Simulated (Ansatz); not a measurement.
Two isomers of C3H7Al: A = `[CH3][Al]1[CH2][CH2]1`, B = `C=[C](C)[AlH2]`.

Program: Ansatz. Geometries: PBE0-D4/def2-TZVP. ΔE: electronic, gas phase. CBS: MP2 limit from def2 TZ/QZ plus the TZ coupled-cluster correction, frozen cores. DFT in def2-TZVPP. B3LYP here is the variant with VWN-RPA as its local correlation; programs differ in this.

Problem. Which isomer does CCSD(T)/CBS put lower? Give the gap. (Estimate.)

Solution. Computed: B, by 37.7 kJ/mol.

Problem. Give E(B) − E(A) in kJ/mol with CCSD/def2-TZVPP, LDA (SPW92), B3LYP, r2SCAN-D4, BLYP-D4, ωB97M-V, CCSD(T)/def2-TZVPP. (Estimate.)

Solution. Computed: CCSD/def2-TZVPP -42.2, LDA (SPW92) -6.5, B3LYP -41.0, r2SCAN-D4 -23.4, BLYP-D4 -48.6, ωB97M-V -30.9, CCSD(T)/def2-TZVPP -40.4. None reverses the order clearly.

Largest T1 diagnostic: 0.010.

Leaving LDA and LC-ωPBE aside and taking each functional with its dispersion term where it has one, the values, not all of them listed here, spread over 27.6 kJ/mol, from BHLYP-D4 to PBE-D4. LDA lies +12.7 kJ/mol from PBE without D4. In def2-TZVPP, CCSD(T) changes the Hartree–Fock value by +36.0 kJ/mol (the triples alone add +1.8 kJ/mol) and MP2 by +46.0 kJ/mol.
